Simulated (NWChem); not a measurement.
Species: CH$_{4}$N$_{2}$OSi; SMILES N#CO[SiH2]N

```xyz
9

N      0.2536     2.8649     0.1967
C     -0.0994     1.7578     0.1572
O     -0.5145     0.5516     0.1180
Si     0.4600    -0.8664    -0.1107
N     -0.5189    -2.2514    -0.0976
H      1.1005    -0.6948    -1.4374
H      1.4030    -0.8856     1.0341
H     -0.8728    -2.6498     0.7641
H     -1.0771    -2.5212    -0.8989
```
Atoms are numbered in this order, from 1.

Results from NWChem. Pople sets run with spherical d functions. Geometry: optimised at PBE0/def2-SVP. Vzz is the largest principal value of the second derivative of the potential at the nucleus (NWChem prints the opposite sign); η is the asymmetry. Non-relativistic.

```
level            Vzz N1 (a.u.)  η N1  Vzz O3 (a.u.)  η O3  Vzz N5 (a.u.)  η N5
---------------  -------------  ----  -------------  ----  -------------  ----
B3LYP/def2-TZVP            ___  0.21          1.581  0.38         -0.852   ___
B3LYP/6-31G*            -0.430  0.30          1.558  0.39         -0.862  0.30
PBE0/cc-pVTZ            -0.588  0.21          1.570  0.39         -0.847  0.28
PBE0/6-31G*             -0.410  0.31          1.559  0.40         -0.842  0.27
```

### Question
Some entries are withheld; supply them.

### Answer

- B3LYP/def2-TZVP, Vzz N1 (a.u.): -0.615
- B3LYP/def2-TZVP, η N5: 0.34
